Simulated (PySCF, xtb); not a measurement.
C₅H₁₁O, multiplicity 2. Atoms are numbered in the order given.

```xyz
17

C      2.4831    -0.1354    -0.1748
C      1.4256    -0.0777     0.8727
C      0.1516     0.6665     0.6455
C     -0.7621     0.0325    -0.4204
C     -2.0528     0.8220    -0.6168
O     -1.0288    -1.2951     0.0050
H      2.2645    -0.9100    -0.9417
H      3.4701    -0.3881     0.2461
H      2.5758     0.8220    -0.7178
H      1.4589    -0.8105     1.6844
H     -0.4272     0.7338     1.5821
H      0.3650     1.7014     0.3155
H     -0.2045     0.0194    -1.3811
H     -2.6899     0.3519    -1.3852
H     -2.6236     0.8580     0.3247
H     -1.8464     1.8542    -0.9421
H     -1.5847    -1.7179    -0.6618
```
Charge 0, spin multiplicity 2.

Geometry optimised at B3LYP-D3(BJ)/def2-SVP. The isomer is the one that the SMILES or the coordinates give; other isomers of the formula were not compared. The values are those of a single conformer.

The numbers are results of IEF-PCM-M06-2X/def2-SVP (PySCF), not measurements.

The values are the electrostatic part of the solvation free energy, E(continuum) − E(gas) at the gas-phase geometry, in a cavity of scaled van der Waals radii (PySCF's table); cavitation and dispersion terms are not included. The dipole moment in vacuum is 1.71 D.

**Question.** Estimate the values in water (ε = 78.36), acetonitrile (ε = 35.69), ethylethanoate (ε = 5.99). (Estimate from the structure and the level; the computed values follow.)

**Answer.** 
```csv
solvent,ε,ΔG(elec) (kcal/mol),dipole (D)
water,78.36,-4.7,2.29
acetonitrile,35.69,-4.6,2.27
ethylethanoate,5.99,-3.5,2.12
```

For comparison, GFN2-xTB/ALPB(water) (xtb, at the GFN2-xTB geometry, all terms of that model) gives -4.6 kcal/mol.
